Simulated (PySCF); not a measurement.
CH5NO2SW, multiplicity 1. Atoms are numbered in the order given.

```xyz
11

W     -0.1726     0.1814     0.0000
N     -0.2560    -1.5658     0.0000
C      0.2588    -2.8915     0.0000
H      1.3648    -2.8827     0.0000
H     -0.0868    -3.4443     0.8910
H     -0.0868    -3.4443    -0.8910
S      1.9268     0.6906     0.0000
O     -1.0081     0.8168    -1.5811
H     -1.4397     0.2704    -2.2502
O     -1.0081     0.8168     1.5811
H     -1.4397     0.2704     2.2502
```
Charge 0, spin multiplicity 1.

The structure is a stationary point at r2SCAN-D4/def2-SVP. The spin state was assumed, not searched. The def2 effective core potentials stand for the cores of W; spin–orbit coupling is left out. The values are those of a single conformer.

All values below come from CAM-B3LYP/def2-TZVP (PySCF).

Atomic charges (e):

```json
[
 {"atom": "W1", "Mulliken": "1.23", "Löwdin": "0.46"},
 {"atom": "N2", "Mulliken": "…", "Löwdin": "-0.19"},
 {"atom": "C3", "Mulliken": "-0.23", "Löwdin": "-0.36"},
 {"atom": "H4", "Mulliken": "0.14", "Löwdin": "0.13"},
 {"atom": "H5", "Mulliken": "0.13", "Löwdin": "0.12"},
 {"atom": "H6", "Mulliken": "0.13", "Löwdin": "0.12"},
 {"atom": "S7", "Mulliken": "…", "Löwdin": "-0.01"},
 {"atom": "O8", "Mulliken": "-0.64", "Löwdin": "-0.31"},
 {"atom": "H9", "Mulliken": "…", "Löwdin": "0.18"},
 {"atom": "O10", "Mulliken": "-0.64", "Löwdin": "-0.31"},
 {"atom": "H11", "Mulliken": "…", "Löwdin": "0.18"}
]
```

### Question
Some entries are withheld; supply them. (An estimate is asked for; the answer gives what the named calculation found.)

### Answer

- N2, Mulliken: -0.43
- S7, Mulliken: -0.40
- H9, Mulliken: 0.35
- H11, Mulliken: 0.35
